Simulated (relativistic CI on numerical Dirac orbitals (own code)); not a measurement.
# Energy levels of Er³³⁺

Computed by Dirac-Coulomb-Breit CI, KLI orbitals optimised for each configuration, QED by a radiative potential, unscaled Slater integrals (own radial code, finite nucleus).

CI space (outside the closed core [Ar] 3d10): 4s2 4p5, 4s 4p6, 4s2 4p4 4d, 4s 4p5 4d, 4s2 4p4 4f, 4s 4p5 4f, 4p6 4d, 4s 4p4 4d2, 4s2 4p3 4d 4f, 4p6 4f, 4p5 4d2, 4p4 4d3, 4p4 4d2 4f. Double excitations out of closed p, d and f shells are left out; levels of such configurations are missing from the list, as are those of other unlisted configurations, and high levels can miss mixing partners.

The lowest level is 4s2 4p5 2P°_3/2, with 100 % of that term; Hund's rules for 4s2 4p5 give 2P° with J = 3/2, in agreement.

```
No.  Configuration  Term     J  E (cm⁻¹)    %  Landé g  Lifetime (s)
  1        4s2 4p5   2P°   3/2         0  100    1.330              
  2        4s2 4p5   2P°   1/2    471032   99    0.661      5.26e-07
  3     4s2 4p4 4d    4D   3/2   1020830   39    1.182      6.56e-10
  4     4s2 4p4 4d    4P   1/2   1023303   40    1.839      4.86e-10
  5     4s2 4p4 4d    4D   5/2   1034296   47    1.236      2.65e-09
  6     4s2 4p4 4d    4F   7/2   1056917   34    1.150      3.40e-03
  7     4s2 4p4 4d    2P   1/2   1088258   44    1.195      7.09e-11
  8     4s2 4p4 4d    2D   3/2   1117744   59    0.882      5.66e-09
  9     4s2 4p4 4d    2F   7/2   1126651   48    1.237      8.11e-05
 10     4s2 4p4 4d    4F   9/2   1137845   70    1.265      1.58e-04
 11     4s2 4p4 4d    2D   5/2   1228825   49    1.224      5.23e-10
 12         4s 4p6    2S   1/2   1250933   37    1.928      3.10e-12
 13     4s2 4p4 4d    2D   3/2   1257545   37    1.133      3.76e-12
 14     4s2 4p4 4d    2D   5/2   1278530   34    1.121      3.01e-12
 15     4s2 4p4 4d    4D   1/2   1454656   78    0.218      2.57e-10
 16     4s2 4p4 4d    4D   3/2   1487831   35    0.996      2.15e-09
 17     4s2 4p4 4d    4F   5/2   1522853   41    0.996      4.06e-11
 18     4s2 4p4 4d    2G   7/2   1531156   59    1.003      1.05e-06
 19     4s2 4p4 4d    4F   7/2   1578575   40    1.291      5.84e-07
 20     4s2 4p4 4d    2P   3/2   1601219   49    1.341      9.63e-11
 21     4s2 4p4 4d    2F   5/2   1618488   48    1.139      3.58e-09
 22     4s2 4p4 4d    2G   9/2   1625883   70    1.173      9.82e-07
 23     4s2 4p4 4d    2D   5/2   1639047   55    1.262      2.06e-11
 24     4s2 4p4 4d    2S   1/2   1666268   50    1.852      5.55e-13
 25     4s2 4p4 4d    2F   7/2   1672021   78    1.143      8.17e-07
 26     4s2 4p4 4d    2P   3/2   1672344   63    1.184      7.03e-13
 27     4s2 4p4 4d    2D   5/2   1681135   67    1.126      6.13e-13
 28     4s2 4p4 4d    2D   3/2   1778191   68    0.818      1.71e-12
 29     4s2 4p4 4d    2P   1/2   1839678   77    0.950      8.27e-13
 30     4s2 4p4 4d    2D   5/2   2127404   44    1.185      6.78e-10
 31     4s2 4p4 4d    2D   3/2   2132668   64    0.837      7.21e-13
 32      4s 4p5 4d   4P°   1/2   2202934   92    2.449      4.04e-12
 33      4s 4p5 4d   4P°   3/2   2224617   56    1.439      4.73e-12
 34      4s 4p5 4d   4F°   5/2   2232574   34    1.178      7.67e-12
 35      4s 4p5 4d   4F°   7/2   2235652   57    1.234      7.53e-12
 36      4s 4p5 4d   4F°   9/2   2287196   86    1.325      8.24e-12
 37      4s 4p5 4d   2D°   3/2   2297038   31    0.930      4.32e-12
 38      4s 4p5 4d   2F°   5/2   2311014   30    1.173      3.37e-12
 39      4s 4p5 4d   2P°   1/2   2321476   42    0.396      3.63e-12
 40      4s 4p5 4d   2D°   5/2   2372839   48    1.248      2.96e-12
 41      4s 4p5 4d   4D°   7/2   2376504   57    1.311      4.55e-12
 42      4s 4p5 4d   2P°   3/2   2416818   36    1.123      4.95e-12
 43      4s 4p5 4d   2F°   7/2   2441354   64    1.171      2.64e-12
 44      4s 4p5 4d   2D°   5/2   2465396   49    1.123      3.88e-12
 45      4s 4p5 4d   2P°   1/2   2478786   62    0.528      1.28e-12
 46      4s 4p5 4d   2D°   3/2   2491583   31    1.100      1.53e-12
 47     4s2 4p4 4f   2G°   9/2   2494170   36    1.073      2.59e-12
 48     4s2 4p4 4f   4G°  11/2   2499831   69    1.214      3.07e-12
 49     4s2 4p4 4f   4F°   5/2   2514219   31    1.013      1.20e-12
 50     4s2 4p4 4f   2G°   9/2   2515687   41    1.216      1.96e-12
 51     4s2 4p4 4f   4F°   7/2   2516674   25    1.135      1.51e-12
 52     4s2 4p4 4f   4D°   3/2   2528589   29    0.837      1.16e-12
 53     4s2 4p4 4f   2F°   7/2   2565294   54    1.111      2.59e-12
 54      4s 4p5 4d   4D°   1/2   2574464   37    0.262      1.37e-12
 55     4s2 4p4 4f   2F°   5/2   2578112   51    0.865      1.88e-12
 56     4s2 4p4 4f   2D°   5/2   2593448   33    1.101      1.64e-12
 57     4s2 4p4 4f   2F°   7/2   2599940   52    1.151      2.11e-12
 58      4s 4p5 4d   4D°   3/2   2622974   25    1.046      1.27e-12
 59      4s 4p5 4d   4F°   3/2   2696749   39    0.618      2.96e-12
 60      4s 4p5 4d   4F°   5/2   2755091   31    1.029      3.07e-12
 61      4s 4p5 4d   4P°   5/2   2808007   30    1.329      3.18e-12
 62      4s 4p5 4d   2P°   3/2   2850605   38    1.266      1.34e-12
 63      4s 4p5 4d   2F°   7/2   2853078   45    1.199      3.04e-12
 64      4s 4p5 4d   2P°   1/2   2859702   41    0.492      9.61e-13
 65      4s 4p5 4d   2F°   5/2   2919365   56    0.985      2.27e-12
 66      4s 4p5 4d   2P°   3/2   2935931   30    0.842      1.04e-12
 67     4s2 4p4 4f   4G°   9/2   2950299   45    1.220      2.61e-12
 68     4s2 4p4 4f   4G°   7/2   2962812   49    0.999      2.67e-12
 69     4s2 4p4 4f   2H°   9/2   2965546   60    0.999      2.72e-12
 70     4s2 4p4 4f   4F°   3/2   2969867   29    0.787      1.13e-12
```

Energies count from the lowest computed level; ° marks odd parity; lifetimes are radiative, by E1, M1, E2, M2, E3 decay to levels of this space only.

The mean weight of the leading LS term, summed over parents, in these 70 levels is 50 %, and that of the leading jj configuration (from the same eigenvectors) 79 %, so jj coupling describes them better and the LS labels are nominal.

At this charge energies of transitions that change n are usually good to better than 1 %, and those within a shell (Δn = 0) to a few per cent.

LS names give the leading component of a level, which can be under half, so a name can repeat, a term be missing and a line seem to break the LS rules.
